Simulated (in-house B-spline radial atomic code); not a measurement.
A fraction x of an electron is removed from 3d in Zn⁵⁺, starting from [Ar] 3d7 and keeping the highest spin. Method: non-relativistic M06-L, spin-polarised, spherical fractional occupations, point nucleus. Calculated with an all-electron radial atomic-structure program (B-spline basis).

```json
{"x": "0", "E(x) - E(0) (eV)": "0.0000", "3d down level (eV)": "-95.892"}
{"x": "0.07", "E(x) - E(0) (eV)": "6.7734", "3d down level (eV)": "-97.634"}
{"x": "0.25", "E(x) - E(0) (eV)": "24.7532", "3d down level (eV)": "-102.151"}
{"x": "0.32", "E(x) - E(0) (eV)": "31.9658", "3d down level (eV)": "-103.923"}
{"x": "0.44", "E(x) - E(0) (eV)": "44.6197", "3d down level (eV)": "-106.980"}
{"x": "0.5", "E(x) - E(0) (eV)": "51.0845", "3d down level (eV)": "-108.517"}
{"x": "0.51", "E(x) - E(0) (eV)": "52.1710", "3d down level (eV)": "-108.773"}
{"x": "0.69", "E(x) - E(0) (eV)": "72.1679", "3d down level (eV)": "-113.423"}
{"x": "0.86", "E(x) - E(0) (eV)": "91.8264", "3d down level (eV)": "-117.862"}
{"x": "0.94", "E(x) - E(0) (eV)": "101.3394", "3d down level (eV)": "-119.966"}
{"x": "1", "E(x) - E(0) (eV)": "108.5849", "3d down level (eV)": "-121.551"}
```

The exact functional would give a straight line between the two integer points. Deviations E(x) - E(0) - x[E(1) - E(0)], in eV: -0.828 at x = 0.07, -2.393 at x = 0.25, -2.781 at x = 0.32, -3.158 at x = 0.44, -3.208 at x = 0.5, -3.207 at x = 0.51, -2.756 at x = 0.69, -1.557 at x = 0.86, -0.73 at x = 0.94.

The curve lies below the straight line by up to 3.208 eV (at x = 0.5): convex, the delocalisation error that favours fractional charges.

Question: How well does Slater's transition state (minus the level at half occupation) give the ionisation energy?

Answer: It gives 108.517 eV against 108.585 eV from the two total energies; NIST lists 108.00 eV, ground level to ground level.
